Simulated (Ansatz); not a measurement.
Cartesian coordinates in Å:
```
Si 0.0299 0.2211 2.1907
Si -0.4037 1.4351 0.2127
B -0.8651 -0.0779 -0.9696
Ge 0.5859 -1.1752 -1.9289
H -1.1947 -0.4893 2.6457
H 1.1013 -0.7820 1.9492
H 0.4742 1.1504 3.2642
H 0.8582 2.1418 -0.1415
H -1.4705 2.4318 0.5051
H -1.9964 -0.4580 -1.0504
H 2.0205 -0.7901 -1.5250
H 0.4456 -0.9176 -3.4445
H 0.4147 -2.6901 -1.7077
```

Charge 0, multiplicity 1.

Problem. List the r2SCAN/def2-TZVPP orbital energies in eV (Ansatz). (Estimate.)

Solution. Ansatz gave: Occupied: -10833.84, -1791.15, -1790.75, -1348.98, -1199.03, -1199.03, -1199.02, -181.16, -167.14, -141.64, -141.28, -116.85, -116.83, -116.80, -96.50, -96.48, -96.48, -96.16, -96.13, -96.10, -30.15, -30.13, -30.09, -30.06, -30.05, -15.14, -14.29, -13.06, -11.59, -9.53, -9.18, -8.84, -8.65, -8.57, -8.06, -7.57, -6.90. Lowest empty: -3.43, -0.31, -0.20, 0.31, 0.67, 0.70, 0.93, 1.17.
